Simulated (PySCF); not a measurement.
PySCF input for CH3Se, SMILES C[Se], multiplicity 2, TDA-CAM-B3LYP/def2-TZVPD. Geometry optimised at ωB97X-D3(BJ)/def2-TZVP. The isomer is the one that the SMILES or the coordinates give; other isomers of the formula were not compared.

```python
import numpy as np
from pyscf import gto, scf, dft, tdscf

mol = gto.M(
    atom='''
    C    -1.50240358    0.00682245    0.00000000
    Se    0.42953517    0.00073708   -0.00000000
    H    -1.88689993    0.48720143    0.89801441
    H    -1.88689994    0.48720142   -0.89801442
    H    -1.81597425   -1.04039838    0.00000000
    ''',
    basis='def2-TZVPD',
    charge=0,
    spin=1,
    max_memory=1600,
    verbose=4,
)
mf = dft.UKS(mol, xc='cam-b3lyp').density_fit(auxbasis='def2-universal-jkfit')
mf.grids.level = 3
mf.conv_tol = 1e-9
mf.max_cycle = 100
mf.kernel()
fine, coarse = mf.grids, dft.Grids(mol).set(level=1).build(with_non0tab=True)
for _ in range(3):  # follow internal instabilities
    mf.grids = coarse
    mo, _, stable, _ = mf.stability(return_status=True, nroots=4)
    mf.grids = fine
    if stable:
        break
    mf.kernel(mf.make_rdm1(mo, mf.mo_occ))
mf.grids = dft.Grids(mol).set(level=1).build(with_non0tab=True)  # coarser grid for the response kernel
td = tdscf.TDA(mf)
td.nstates = 10
td.conv_tol = 1e-4
td.positive_eig_threshold = 1e-6
td.kernel(x0=td.get_init_guess(mf, 15))
td.analyze()
```

It prints:

```
PySCF version 2.14.0

[INPUT] verbose = 4
[INPUT] num. atoms = 5
[INPUT] num. electrons = 43
[INPUT] charge = 0
[INPUT] spin (= nelec alpha-beta = 2S) = 1
[INPUT] symmetry False subgroup None
[INPUT] Mole.unit = angstrom
[INPUT] Symbol           X                Y                Z      unit          X                Y                Z       unit  Magmom
[INPUT]  1 C     -1.502403580000   0.006822450000   0.000000000000 AA   -2.839131294766   0.012892561999   0.000000000000 Bohr   0.0
[INPUT]  2 Se     0.429535170000   0.000737080000   0.000000000000 AA    0.811703832168   0.001392879332   0.000000000000 Bohr   0.0
[INPUT]  3 H     -1.886899930000   0.487201430000   0.898014410000 AA   -3.565724092161   0.920677270196   1.697001290813 Bohr   0.0
[INPUT]  4 H     -1.886899940000   0.487201420000  -0.898014420000 AA   -3.565724111058   0.920677251299  -1.697001309710 Bohr   0.0
[INPUT]  5 H     -1.815974250000  -1.040398380000   0.000000000000 AA   -3.431693981762  -1.966067998641   0.000000000000 Bohr   0.0

nuclear repulsion = 86.9897279857892
number of shells = 47
number of NR pGTOs = 197
number of NR cGTOs = 121
basis = def2-TZVPD
ecp = {}


[settings echo left out]
init E= -2440.59583194962
  alpha nocc = 22  HOMO = -0.260989187026505  LUMO = -0.0162793134148487
  beta  nocc = 21  HOMO = -0.26285932249472  LUMO = -0.260989187026505

WARN: HOMO -0.260989187026505 >= LUMO -0.260989187026505

cycle= 1 E= -2441.53051089543  delta_E= -0.935  |g|= 0.221  |ddm|= 1.28
  alpha nocc = 22  HOMO = -0.284941941636685  LUMO = 0.0222828262328885
  beta  nocc = 21  HOMO = -0.273154995367033  LUMO = -0.103896502369736
  HOMO = -0.273154995367  LUMO = -0.10389650237  gap/eV = 4.60576
cycle= 2 E= -2441.54206519806  delta_E= -0.0116  |g|= 0.141  |ddm|= 0.316
  alpha nocc = 22  HOMO = -0.289068617697815  LUMO = 0.0239179177696066
  beta  nocc = 21  HOMO = -0.2774968466716  LUMO = -0.102920662712403
  HOMO = -0.277496846672  LUMO = -0.102920662712  gap/eV = 4.75046
cycle= 3 E= -2441.54480804319  delta_E= -0.00274  |g|= 0.0166  |ddm|= 0.0961
  alpha nocc = 22  HOMO = -0.295629696280574  LUMO = 0.0241918455879523
  beta  nocc = 21  HOMO = -0.284196718524296  LUMO = -0.10508611740007
  HOMO = -0.284196718524  LUMO = -0.1050861174  gap/eV = 4.87385
cycle= 4 E= -2441.54504393128  delta_E= -0.000236  |g|= 0.00705  |ddm|= 0.0284
  alpha nocc = 22  HOMO = -0.29317552612941  LUMO = 0.0244258769027915
  beta  nocc = 21  HOMO = -0.281757307577184  LUMO = -0.101946907826861
  HOMO = -0.281757307577  LUMO = -0.101946907827  gap/eV = 4.89289
cycle= 5 E= -2441.54508436704  delta_E= -4.04e-05  |g|= 0.0024  |ddm|= 0.0107
  alpha nocc = 22  HOMO = -0.293245485901057  LUMO = 0.0245428434250217
  beta  nocc = 21  HOMO = -0.281816187265406  LUMO = -0.101875841485736
  HOMO = -0.281816187265  LUMO = -0.101875841486  gap/eV = 4.89643
cycle= 6 E= -2441.54508927862  delta_E= -4.91e-06  |g|= 0.00116  |ddm|= 0.00341
  alpha nocc = 22  HOMO = -0.293368697710626  LUMO = 0.0244694471979381
  beta  nocc = 21  HOMO = -0.28192219437544  LUMO = -0.101969172856119
  HOMO = -0.281922194375  LUMO = -0.101969172856  gap/eV = 4.89677
cycle= 7 E= -2441.54509030651  delta_E= -1.03e-06  |g|= 0.000189  |ddm|= 0.00134
  alpha nocc = 22  HOMO = -0.293366836383466  LUMO = 0.0244753315557451
  beta  nocc = 21  HOMO = -0.281906145681184  LUMO = -0.101950052110951
  HOMO = -0.281906145681  LUMO = -0.101950052111  gap/eV = 4.89685
cycle= 8 E= -2441.54509037676  delta_E= -7.03e-08  |g|= 5.49e-05  |ddm|= 0.000562
  alpha nocc = 22  HOMO = -0.293374834663755  LUMO = 0.0244744763925492
  beta  nocc = 21  HOMO = -0.281910268787843  LUMO = -0.101954421050767
  HOMO = -0.281910268788  LUMO = -0.101954421051  gap/eV = 4.89685
cycle= 9 E= -2441.54509038329  delta_E= -6.53e-09  |g|= 2.62e-05  |ddm|= 0.000164
  alpha nocc = 22  HOMO = -0.293373241180387  LUMO = 0.0244743099244069
  beta  nocc = 21  HOMO = -0.281907531837312  LUMO = -0.101953339687945
  HOMO = -0.281907531837  LUMO = -0.101953339688  gap/eV = 4.89680
cycle= 10 E= -2441.54509038491  delta_E= -1.62e-09  |g|= 9.2e-06  |ddm|= 7.75e-05
  alpha nocc = 22  HOMO = -0.293373585073429  LUMO = 0.0244744622076516
  beta  nocc = 21  HOMO = -0.281907752536888  LUMO = -0.101953265031593
  HOMO = -0.281907752537  LUMO = -0.101953265032  gap/eV = 4.89681
cycle= 11 E= -2441.54509038523  delta_E= -3.16e-10  |g|= 2.88e-06  |ddm|= 4.1e-05
  alpha nocc = 22  HOMO = -0.293373597095357  LUMO = 0.0244744499930422
  beta  nocc = 21  HOMO = -0.281907862002367  LUMO = -0.101953342449047
  HOMO = -0.281907862002  LUMO = -0.101953342449  gap/eV = 4.89681
Extra cycle  E= -2441.54509038524  delta_E= -1.32e-11  |g|= 1.51e-06  |ddm|= 5.79e-06
converged SCF energy = -2441.54509038524  <S^2> = 0.75329586  2S+1 = 2.0032931
tot grids = 19928
uhf_internal: lowest eigs of H = [0.00235954 0.25931828 0.32216239 0.40072587]
<class 'pyscf.df.df_jk.DFUKS'> wavefunction is stable in the internal stability analysis
tot grids = 19928
Overwritten attributes  positive_eig_threshold  of <class 'pyscf.tdscf.uks.TDA'>


******** <class 'pyscf.tdscf.uks.TDA'> for <class 'pyscf.df.df_jk.DFUKS'> ********
nstates = 10
deg_eia_thresh = 1.000e-03
wfnsym = None
conv_tol = 0.0001
eigh lindep = 1e-12
eigh level_shift = 0
eigh max_cycle = 100


Excitation energies (eV)
[0.05852352 3.63164084 4.76685438 5.31603043 5.66881564 5.99594644
 6.15521221 6.47477596 6.50455714 6.735754  ]

** Excitation energies and oscillator strengths **
Excited State   1:      0.05852 eV  21185.36 nm  f=0.0000
      21b ->   22b      0.99403
Excited State   2:      3.63164 eV    341.40 nm  f=0.0028
      20b ->   22b      0.99162
Excited State   3:      4.76685 eV    260.10 nm  f=0.0000
      22a ->   23a     -0.51907
      22a ->   27a      0.20218
      22a ->   28a     -0.23079
      22a ->   29a      0.10056
      21b ->   23b      0.67196
      21b ->   27b     -0.21833
      21b ->   28b      0.32613
Excited State   4:      5.31603 eV    233.23 nm  f=0.0003
      22a ->   23a      0.71266
      22a ->   27a     -0.18340
      22a ->   28a      0.24985
      21b ->   23b      0.58456
      21b ->   28b      0.17036
Excited State   5:      5.66882 eV    218.71 nm  f=0.0185
      22a ->   24a      0.28596
      21b ->   23b      0.10093
      21b ->   24b     -0.89995
      21b ->   27b      0.25981
Excited State   6:      5.99595 eV    206.78 nm  f=0.0688
      22a ->   24a      0.90448
      22a ->   27a     -0.25651
      21b ->   24b      0.30652
Excited State   7:      6.15521 eV    201.43 nm  f=0.0001
      21a ->   23a     -0.87992
      21a ->   27a      0.27363
      21a ->   28a     -0.33549
      21a ->   29a      0.11183
Excited State   8:      6.47478 eV    191.49 nm  f=0.0000
      21b ->   25b      0.98774
Excited State   9:      6.50456 eV    190.61 nm  f=0.0086
      22a ->   26a     -0.24306
      21b ->   26b      0.95658
Excited State  10:      6.73575 eV    184.07 nm  f=0.0000
      22a ->   25a     -0.98876
      22a ->   39a      0.10398

** Transition electric dipole moments (AU) **
state          X           Y           Z        Dip. S.      Osc.
  1         0.0000     -0.0000      0.0118      0.0001      0.0000
  2        -0.0117      0.1780     -0.0000      0.0318      0.0028
  3         0.0000     -0.0000     -0.0124      0.0002      0.0000
  4         0.0000     -0.0000     -0.0461      0.0021      0.0003
  5         0.0000     -0.0000     -0.3652      0.1334      0.0185
  6        -0.0000      0.0000      0.6842      0.4681      0.0688
  7        -0.0211     -0.0088      0.0000      0.0005      0.0001
  8         0.0000      0.0000      0.0018      0.0000      0.0000
  9        -0.2322      0.0122     -0.0000      0.0541      0.0086
 10         0.0000      0.0000      0.0112      0.0001      0.0000

** Transition velocity dipole moments (imaginary part, AU) **
state          X           Y           Z        Dip. S.      Osc.
  1        -0.0000      0.0000     -0.0025      0.0000      0.0019
  2        -0.0003     -0.0111      0.0000      0.0001      0.0006
  3         0.0000      0.0000      0.0152      0.0002      0.0009
  4         0.0000      0.0000      0.0626      0.0039      0.0134
  5         0.0000     -0.0000     -0.0697      0.0049      0.0156
  6        -0.0000      0.0000      0.1405      0.0197      0.0597
  7        -0.0038     -0.0525      0.0000      0.0028      0.0082
  8         0.0000      0.0000     -0.0024      0.0000      0.0000
  9        -0.0558      0.0058     -0.0000      0.0031      0.0088
 10         0.0000      0.0000      0.0040      0.0000      0.0000

** Transition magnetic dipole moments (imaginary part, AU) **
state          X           Y           Z
  1         0.9800     -0.0053      0.0000
  2         0.0000     -0.0000     -0.9017
  3        -0.0059     -0.0878      0.0000
  4         0.0002     -0.6493      0.0000
  5         0.0055     -0.2190      0.0000
  6        -0.0185      0.4785     -0.0000
  7         0.0000     -0.0000     -0.4493
  8         0.0107      0.0696      0.0000
  9         0.0000     -0.0000      0.0545
 10        -0.0267     -0.0660     -0.0000
```

The run converged.
